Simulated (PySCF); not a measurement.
Compound: C5H5F2NO2.
SMILES with atom numbers: `[CH3:1][C:2](=[O:3])[CH2:4][O:5][C:6]([F:7])([F:8])[C:9]#[N:10]` (hydrogens: H11, H12, H13 on C1; H14, H15 on C4)

The calculation used PBE0-D3(BJ)/def2-SVP geometry optimisation, gas phase in PySCF.

Some entries are withheld. Bonds in one row agree within 0.01 Å.

```tsv
coordinate	value
C1–C2	?
C2=O3	1.201 Å
C2–C4	1.524 Å
C4–O5	?
O5–C6	1.341 Å
C6–F7, C6–F8	1.349 Å
C6–C9	1.483 Å
C9≡N10	?
C1–H11, C1–H12, C1–H13	1.100 Å
C4–H14, C4–H15	1.102 Å
C1–C2–O3	123.7°
C1–C2–C4	?
O3–C2–C4	121.4°
C2–C4–O5	?
C4–O5–C6	116.7°
O5–C6–F7	112.7°
O5–C6–F8	111.4°
O5–C6–C9	108.5°
F7–C6–F8	105.6°
F7–C6–C9	109.7°
C6–C9–N10	?
```

Q: Fill in the missing values.

A: 
- C1–C2 = 1.505 Å, drawn single (methyl carbon next to a carbonyl to ketone carbonyl carbon); 0.02 Å above the sum of covalent radii, 1.49 Å.
- C4–O5 = 1.412 Å, drawn single (sp3 carbon bound to oxygen to ether oxygen); 0.01 Å below the sum of covalent radii, 1.42 Å.
- C9≡N10 = 1.154 Å, drawn triple (nitrile carbon to nitrile nitrogen); 0.25 Å below the sum of covalent radii, 1.40 Å.
- C1–C2–C4 = 115.0°, at the ketone carbonyl carbon; the outer atoms are 2.555 Å apart.
- C2–C4–O5 = 112.1°, at the sp3 carbon bound to oxygen; the outer atoms are 2.436 Å apart.
- C6–C9–N10 = 179.0°, at the nitrile carbon; the outer atoms are 2.637 Å apart.

Radii are Cordero's, carbon taken as 0.76, 0.73 or 0.69 Å for four, three, and two or fewer neighbours.

No PBE0-D3(BJ)/def2-SVP frequencies stand behind this structure, so it isn't proved a minimum. One conformer, not necessarily the lowest (C1–C2–C4–O5 -178°, C2–C4–O5–C6 94°, C4–O5–C6–F7 -51°).
